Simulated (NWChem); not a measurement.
Species: AlHBrF; SMILES [F][AlH][Br]

```xyz
4

Al    -0.5292    -1.1076     0.0007
H     -2.0412    -1.5163     0.0044
F      0.6346    -2.2903    -0.0003
Br     0.1531     1.0238    -0.0004
```
Atoms are numbered in this order, from 1.

Computed with NWChem. Pople sets run with spherical d functions. Structure relaxed at the PBE0/def2-SVP level. Vzz is the largest principal value of the second derivative of the potential at the nucleus (NWChem prints the opposite sign); η is the asymmetry. Non-relativistic.

```
level           Vzz Al1 (a.u.)  η Al1  Vzz Br4 (a.u.)  η Br4
--------------  --------------  -----  --------------  -----
PBE0/def2-TZVP           1.094   0.42           2.746   0.36
PBE0/cc-pVTZ             1.109   0.38           2.628   0.37
PBE/6-31G*               0.783   0.51           2.752   0.36
PBE/def2-TZVP                …   0.42           2.739   0.38
```

Question: Complete the blanks.

Answer: 
- PBE/def2-TZVP, Vzz Al1 (a.u.): 1.051
